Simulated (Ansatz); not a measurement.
Cartesian coordinates in Å:
```
C -1.493 -0.569 -0.897
N -0.991 -0.474 0.457
Si 0.623 -0.218 0.924
C 1.419 1.125 -0.076
F 1.556 -1.518 0.732
H -0.817 -0.050 -1.579
H -2.472 -0.089 -0.990
H -1.585 -1.603 -1.250
H -1.616 -0.863 1.145
H 0.599 0.045 2.383
H 1.463 0.862 -1.136
H 2.444 1.287 0.263
H 0.870 2.064 0.023
```

Total charge 0; spin multiplicity 1.

Question: List the PBE0/def2-TZVPP orbital energies in eV (Ansatz). (An estimate is asked.)

Answer: Ansatz gave: Occupied: -1803.01, -673.08, -391.00, -278.89, -277.72, -145.20, -99.91, -99.86, -99.83, -32.45, -24.69, -19.70, -18.85, -15.01, -13.74, -12.75, -12.35, -12.01, -11.87, -11.42, -11.19, -10.80, -9.79, -8.91, -7.15. Lowest empty: 1.01, 1.22, 1.75, 2.30, 2.67, 2.96, 3.19, 3.35.
